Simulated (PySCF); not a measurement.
C3H9GeO3 (SMILES C[O][Ge]([O]C)[O]C), doublet, geometry from GFN2-xTB, atoms displaced at random by about 0.03 Å a coordinate. Base run: B3LYP/STO-3G, gradient (PySCF).

The PySCF input:
```python
from pyscf import gto, scf, dft

mol = gto.Mole()
mol.atom = '''
    C    -0.64924590    2.61162983   -0.51456233
    O     0.23810522    1.66292349   -0.13112805
    Ge   -0.10117768   -0.02043278    0.60207613
    O     1.35275959   -1.02309477   -0.03910083
    C     2.72390217   -0.69111479    0.03816533
    O    -1.50641737   -0.61593458   -0.53784045
    C    -1.77878110   -1.88685798   -0.87205468
    H    -1.54334294    2.21746837   -0.94710644
    H    -0.91142585    3.27621489    0.42126934
    H    -0.09254001    3.28147939   -1.20034617
    H     2.81149937    0.33770494   -0.23361202
    H     3.04134758   -0.96856325    0.90803762
    H     3.14580796   -1.35630229   -0.79615917
    H    -2.42857138   -2.41903455   -0.10687787
    H    -2.39380943   -1.88931334   -1.75802568
    H    -0.93926586   -2.55149673   -0.98594246
'''
mol.basis = 'sto-3g'
mol.spin = 1
mol.verbose = 4
mol.build()

mf = dft.UKS(mol)
mf.xc = 'b3lyp'
mf.kernel()
g = mf.nuc_grad_method()
grad = g.kernel()
```

The coordinate followed is x of atom 14.

The base run was repeated with changes; each row names its change, and settings that it needs were set with it.

| change | dE/dx (Eh/bohr) | net force (Eh/bohr) |
|---|---|---|
| base | -0.003871 | 0.000141 |
| grids.level = 5; grid_response = on | -0.003872 | 0.000000 |
| finite difference step (bohr) = 0.01; conv_tol = 1e-11 | -0.003871 | - |
| grids.level = 0; grid_response = off | -0.004059 | 0.007322 |
| finite difference step (bohr) = 0.05; conv_tol = 1e-11 | -0.003838 | - |
| conv_tol = 1e-4 | -0.003867 | 0.000141 |
| finite difference step (bohr) = 1e-3; conv_tol = 1e-11 | -0.003873 | - |
| conv_tol = 1e-11 | -0.003871 | 0.000141 |
| grids.level = 5; grid_response = off | -0.003872 | 0.000009 |
| density fitting = on; auxbasis_response = off | -0.003824 | 0.001476 |
| finite difference step (bohr) = 1e-4; conv_tol = 1e-11 | -0.003873 | - |
| conv_tol = 1e-6 | -0.003883 | 0.000141 |

The net force is zero for an exact gradient.

Open shells are given as the SCF converged; they aren't shown to be the lowest states, and a large step between rows can be another state.
